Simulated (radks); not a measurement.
Values are calculated unless marked as measured or tabulated.
Ionisation of the calcium ion Ca+, [Ar] 4s1, to Ca2+, [Ar], under several functionals. Dirac Kohn-Sham, spin-unpolarised, spherical densities, finite nucleus; a radial shooting solver on a logarithmic mesh with Libxc functionals.

functional                                        E(Ca+) (hartree)  Exc (hartree)  IE (eV)  -e(HOMO) (eV)  <r> HOMO (bohr)  IE error (eV)
BLYP                                                    -680.33856      -36.08495   11.958          8.984            3.574         +0.086
B86b exchange with PBE correlation                      -680.30629      -36.05460   11.811          8.995            3.596         -0.060
LDA (Slater exchange, VWN5 correlation)                 -678.46460      -34.16169   11.944          9.168            3.561         +0.073
revPBE                                                  -680.21962      -35.96690   11.725          8.866            3.629         -0.147
exchange-only B88                                       -679.52456      -35.25539   11.281          8.412            3.649         -0.590
LDA (Slater exchange, Perdew-Zunger correlation)        -678.45495      -34.15151   11.950          9.174            3.561         +0.078
Wu-Cohen GGA                                            -679.76563      -35.50135   11.628          8.899            3.607         -0.244
BP86                                                    -680.38677      -36.13492   11.800          9.134            3.587         -0.072

NIST Atomic Spectra Database: 11.872 eV (measured). Closest: B86b exchange with PBE correlation. The Delta-SCF values span 0.68 eV, the total energies 1.93 hartree. The highest occupied level is 4s1/2. Spin polarisation and multiplet splitting are left out, so open shells lie too high by an amount that depends on their filling.

Beside tabulated values, note that spin-unpolarised runs miss the spin-polarisation part of the exchange energy of open shells.
